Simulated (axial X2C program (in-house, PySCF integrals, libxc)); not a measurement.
**Potential curves of AgSn⁺, with spin–orbit coupling**

Calculated with an axial X2C code built on PySCF integrals. Two-component (2c) means X2C with spin–orbit coupling and atomic mean-field two-electron Coulomb and Gaunt terms. Basis: Sn dyall-v3z [11s12p9d1f], Ag dyall-v3z [12s12p8d3f2g] (cores contracted in-house); Gaussian nuclei, density fitting, unrestricted open shells. Masses: Sn 119.902 u, Ag 106.905 u.

State: Ω = 0 (closed shell). Energies in cm⁻¹ from the lowest point of each curve. Fits are polynomials in 1 − R0/R over 0.85 to 1.23 times the lowest point R0.

```
 R (Å)  BP86  PW91    HF
2.3212  3653  3653  8138
2.4279  1273  1273  4493
2.5079   372   372  2690
2.5880     0     0  1465
2.6680     8     9   680
2.7614   352   353   176
2.8548   933   935     0
2.9748  1882  1886   110
3.1216  3185  3192   579
```

One determinant describes the state; a PBE0 search over occupations chose it and may have missed a lower one. Closed shells are restricted here (equal orbitals for both partners); the stretched side of such a curve lies too high.

(1) What are Re and ωe at the BP86 level?

(2) Fit the PW91 curve near its minimum: give the equilibrium distance and the harmonic wavenumber.

(3) Fit the HF curve near its minimum: give the equilibrium distance and the harmonic wavenumber.

Results:

(1) At BP86, 2c: Re = 2.625 Å, ωe ≈ 173 cm⁻¹; Be follows as 0.0433 cm⁻¹.

(2) At PW91, 2c: Re = 2.625 Å, ωe ≈ 173 cm⁻¹; Be follows as 0.0433 cm⁻¹.

(3) At HF, 2c: Re = 2.874 Å, ωe ≈ 122 cm⁻¹; Be follows as 0.0361 cm⁻¹.
